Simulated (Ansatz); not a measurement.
Potential energy curve for BrNa, singlet.

- RHF/cc-pVDZ (Ansatz, a quantum-chemistry and plane-wave program)
- RMP2 = MP2 on RHF/cc-pVDZ, cores with 3d frozen in Ansatz
- UHF/cc-pVDZ (Ansatz)
- RKS-PBE0 = restricted PBE0/cc-pVDZ (Ansatz)
- UKS-PBE0 = unrestricted PBE0/cc-pVDZ (Ansatz)
- RKS-BLYP = restricted BLYP/cc-pVDZ in Ansatz
- UKS-BLYP = unrestricted BLYP/cc-pVDZ in Ansatz
- RKS-PBE = restricted PBE/cc-pVDZ in Ansatz
- UKS-PBE = unrestricted PBE/cc-pVDZ (Ansatz)
- FCI = Ansatz with full CI/cc-pVDZ, cores with 3d frozen

All curves are set to zero at 2.59 Å and compared with full CI in the same basis at 2.59, 2.72, 2.79, 2.89, 2.98, 3.06, 3.24, 3.37, 3.60, 3.85, 4.21, 4.57, 5.09, 5.65, 6.35, 7.11, 8.34, 9.80 Å.

Order the methods by the spread of their error (largest minus smallest) over these points.

RKS-PBE0 has the smallest spread and RHF the largest. In order (kJ/mol): RKS-PBE0 36.51, UKS-PBE0 53.31, RKS-PBE 62.69, UHF 67.70, RMP2 67.88, RKS-BLYP 72.69, UKS-PBE 76.43, UKS-BLYP 83.59, RHF 84.45.

Errors against full CI at some of the points (kJ/mol):

| method | 3.24 Å | 3.85 Å | 5.09 Å | 6.35 Å | 9.80 Å |
|---|---|---|---|---|---|
| RKS-PBE0 | 4.4 | 0.5 | -16.1 | -27.4 | 9.1 |
| UKS-PBE0 | 4.4 | 0.5 | -22.9 | -48.9 | -30.8 |
| RKS-PBE | 0.9 | -7.8 | -38.1 | -60.6 | -39.4 |
| UHF | 0.8 | -1.8 | -7.5 | -60.4 | -66.7 |
| RMP2 | 0.4 | 0.1 | -0.5 | 8.5 | 67.4 |
| RKS-BLYP | -0.7 | -11.5 | -46.3 | -71.3 | -52.4 |
| UKS-PBE | 0.9 | -7.8 | -42.7 | -74.4 | -60.6 |
| UKS-BLYP | -0.7 | -11.5 | -49.3 | -82.2 | -69.6 |
| RHF | 0.8 | -1.8 | -7.5 | -0.7 | 76.7 |

The restricted form behind RHF, RMP2, RKS-PBE0, RKS-BLYP, RKS-PBE keeps the bonding electrons paired and can't separate into open-shell fragments. The T1 diagnostic of CCSD on the restricted reference of RMP2 exceeds 0.045 at 5.65 to 9.80 Å. The unrestricted determinant behind UHF is spin-contaminated at 5.65 to 9.80 Å (<S²> up to 1.0, against 0.00 for a pure singlet). The unrestricted determinant behind UKS-PBE0, UKS-BLYP, UKS-PBE is spin-contaminated at 4.57 to 9.80 Å (<S²> up to 0.6, against 0.00 for a pure singlet).
